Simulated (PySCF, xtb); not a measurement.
Al(OH)3 anion (AlH₃O₃), SMILES [OH][Al]([OH])[OH] (connectivity only; charge and spin as stated), charge -1, multiplicity 2. One conformer was computed; it need not be the lowest.

Harmonic wavenumbers (cm⁻¹) from xtb with GFN2-xTB at its own minimum, in rising order: 119, 137, 138, 197, 285, 288, 318, 319, 324, 514, 653, 654, 3497, 3499, 3515.

### Question
What does PySCF 2.14.0 with PBE-D3(BJ)/def2-SVPD give at its own minimum? (The exact figures need the calculation; the answer reports its results.)

### Answer
13, 167, 185, 223, 234, 284, 556, 651, 661, 688, 715, 750, 3746, 3752, 3757. Paired by order, the mean absolute difference is 150 cm⁻¹ and the zero-point energies are 20.7 and 23.4 kcal/mol.
